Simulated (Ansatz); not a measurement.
The first iterations of a band of a periodic cell of 17 atoms, Si16O (host Si, host structure diamond, interstitial O).

Level of theory: DFT PBEsol, scalar-relativistic, plane waves, PAW (Ansatz). Settings: PAW set soft_1, cutoff 420 eV, k mesh 2x2x2, gaussian smearing 0.05 eV, spin collinear.

- movable images: 3
- climbing image: yes
- spring: 5.0 eV/Å²
- optimiser: quadratic models (default)
- start path: IDPP
- force threshold: 0.05 eV/Å
- iteration limit: 80
- end points: relaxed

Initial state:

```xyz
17
Lattice="0.0000 5.4300 5.4300 5.4300 0.0000 5.4300 5.4300 5.4300 0.0000" Properties=species:S:1:pos:R:3
Si 0.007 0.010 0.022
Si 1.386 1.347 1.377
Si 2.726 2.692 -0.019
Si 4.062 4.067 1.342
Si 2.441 -0.081 2.965
Si 3.995 1.278 4.100
Si 5.325 2.632 2.707
Si 6.528 3.938 4.253
Si 0.140 2.974 2.538
Si 1.444 4.176 4.089
Si 2.792 5.510 2.692
Si 4.153 7.065 3.825
Si 2.701 2.702 5.439
Si 3.772 4.059 6.983
Si 5.438 5.731 5.241
Si 6.793 6.801 6.785
O 4.047 5.445 6.106
```

Final state:

```xyz
17
Lattice="0.0000 5.4300 5.4300 5.4300 0.0000 5.4300 5.4300 5.4300 0.0000" Properties=species:S:1:pos:R:3
Si 0.009 -0.020 -0.011
Si 1.442 1.346 1.255
Si 2.799 2.732 -0.081
Si 4.065 4.088 1.361
Si 2.694 -0.003 2.736
Si 3.995 1.334 4.155
Si 5.327 2.719 2.793
Si 6.795 4.065 4.060
Si 0.136 2.899 2.452
Si 1.385 4.053 4.080
Si 2.727 5.447 2.735
Si 4.159 7.031 3.788
Si 2.443 2.475 5.514
Si 3.768 3.892 6.804
Si 5.441 5.616 5.124
Si 6.533 6.606 6.915
O 4.043 4.768 5.418
```

| iteration | highest image above the first end (eV) | largest band force component (eV/Å) |
| --- | --- | --- |
| 1 | 0.120 | 1.019 |
| 2 | 0.060 | 0.722 |

Problem. Does the band converge within its limit, and where does its top end?

Solution. The forces met the threshold. It ended after 5 iterations with the highest image 0.014 eV above the first end. By the program's own check the climbing image is a first-order saddle point (lowest curvatures found: -0.15 and 0.57 eV/Å²). Limits of this set-up: coarse k mesh, PAW files made for another functional, a small cell, in which the defect meets its images.

The run took 3.6 min on 2 threads of Arm Neoverse V1, with other jobs on the host, peak memory 1.3 GiB.
